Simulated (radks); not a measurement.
Values are calculated unless marked as measured or tabulated.
Task: Species: Tc4+. Configuration: [Ar] 3d10 4s1 4p6 4d3 5p1 (not the ground configuration). Level of theory: scalar-relativistic Kohn-Sham, exchange-only LDA, spin-polarised, spherical densities, finite nucleus; open shells are filled with parallel spins first (spin-orbit coupling, left out, can overturn this in heavy ions); Fermi nuclear charge, rms radius 4.4112 fm (a radial shooting solver on a logarithmic mesh with Libxc functionals). Some entries of the table are withheld. Estimate them.

orbital,occ.,eigenvalue (hartree),<r^2> (bohr^2),<r> (bohr)
1s up,1,-767.9124,0.001590,0.03432
1s down,1,-767.9000,0.001590,0.03432
2s up,1,-111.3784,0.02644,0.1498
2s down,1,-111.3492,0.02643,0.1498
2p up,3,-99.97291,0.02079,0.1304
2p down,3,-99.94790,0.02078,0.1304
3s up,1,-21.08550,0.1983,0.4161
3s down,1,-21.05532,0.1980,0.4158
3p up,3,-17.34291,0.2021,0.4168
3p down,3,-17.31042,0.2016,0.4164
3d up,5,-11.26879,0.1910,0.3990
3d down,5,-11.23032,0.1901,0.3982
4s up,1,-4.68445,1.201,1.032
4s down,0,-4.51296,1.196,1.029
4p up,3,-3.61724,1.432,1.122
4p down,3,-3.44250,1.428,1.120
4d up,3,-2.05134,2.211,1.381
4d down,0,-1.87555,2.220,1.382
5s up,0,-1.53109,6.162,(1)
5s down,0,-1.37231,6.327,(2)
5p up,1,-1.24105,7.795,2.641
5p down,0,-1.08980,8.245,2.711
4f up,0,-0.79637,7.413,2.511
4f down,0,-0.64534,9.156,2.768

Result: 
(1) 5s up <r> (bohr): 2.350
(2) 5s down <r> (bohr): 2.378
